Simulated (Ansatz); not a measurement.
Basis-set extrapolation for AlFH₃PSi (`[F][Al]1[SiH2][PH]1`) (PBE0-D4/def2-TZVP geometry, frozen core, Ansatz 0.2.0). Multiplicity 1, RHF reference.

|  | def2-TZVPP | def2-QZVPP |
| --- | --- | --- |
| HF | -972.895676 | -972.925618 |
| MP2 correlation | -0.595239 | -0.646806 |
| CCSD(T) correlation | -0.659369 | not run |

Energies in hartree. Use E(X) = E(∞) + A·exp(−7.88·√X) for Hartree–Fock and E(X) = E(∞) + B·X^(−2.97) for correlation, with X = 3 and 4, and add CCSD(T) minus MP2 of the smaller set to the MP2 limit.

Problem. What is the CCSD(T) energy at the basis-set limit?

Solution. HF limit: -972.925618 + (-0.029942) × 0.13774 = -972.92974. MP2 limit: -0.646806 + (-0.051567) × 0.74074 = -0.68500. Higher-order term: -0.659369 − (-0.595239) = -0.06413. Total: -973.67887 hartree, 3.37 eV below CCSD(T)/def2-TZVPP.
